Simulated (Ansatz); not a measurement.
`[Cl][Ge]([Cl])([Cl])[I]` + HCl → `[Cl][Ge]([Cl])([Cl])[Cl]` + HI at 500 K and 1 bar (ligand exchange at a Ge–I bond).

Isolated molecules relaxed with PBE0-D4/def2-TZVP in Ansatz; ΔE leaves out vibrations. CCSD(T)/CBS adds triple-zeta CCSD(T) − MP2 to the extrapolated MP2 energy (def2 sets, frozen cores). This one scheme is used for every species. def2 core potentials past Kr. For Ge, I outer-core shells are correlated without core-valence functions, which leaves a few kJ/mol of doubt a bond. Scalar relativity is left out up to krypton.

| species | CCSD(T)/CBS energy (Eh) | H − E (kJ/mol) | S (J/(mol·K)) |
| --- | --- | --- | --- |
| `[Cl][Ge]([Cl])([Cl])[I]` | -3753.05178 | 56.1 | 433.5 |
| HCl | -460.38127 | 32.5 | 201.9 |
| `[Cl][Ge]([Cl])([Cl])[Cl]` | -3915.39126 | 56.6 | 400.6 |
| HI | -298.03592 | 28.6 | 221.6 |

H − E and S are ideal-gas, rigid-rotor, harmonic terms from PBE0-D4/def2-TZVP. 1 Eh = 2625.50 kJ/mol, R = 8.31446 J/(mol·K).

**Question.** By hand: ΔE, ΔH, ΔS and ΔG.

**Answer.** ΔE = (-3915.39126) + (-298.03592) − (-3753.05178) − (-460.38127) = 0.00587 Eh = 15.4 kJ/mol. Δ(H − E) = 56.6 + 28.6 − 56.1 − 32.5 = -3.4, so ΔH = 12.0 kJ/mol. ΔS = 400.6 + 221.6 − 433.5 − 201.9 = -13.2 J/(mol·K). ΔG = 12.0 − 500 × (-13.2)/1000 = 18.6 kJ/mol.

**Question.** By hand: the equilibrium constant, and the temperature at which ΔG would vanish if ΔH and ΔS stayed fixed.

**Answer.** log₁₀ K = −ΔG/(RT ln 10) = -1.9. ΔH and −TΔS have one sign here, so there is no such temperature.

TΔS isn't small against ΔH here. A doubt of 5 kJ/mol in ΔE shifts log₁₀ K by 0.5 here. These are equilibria of isolated gas molecules and say nothing of rates. Largest T1 diagnostic: 0.009 (customary marks: 0.02 for closed shells, 0.045 for open ones).
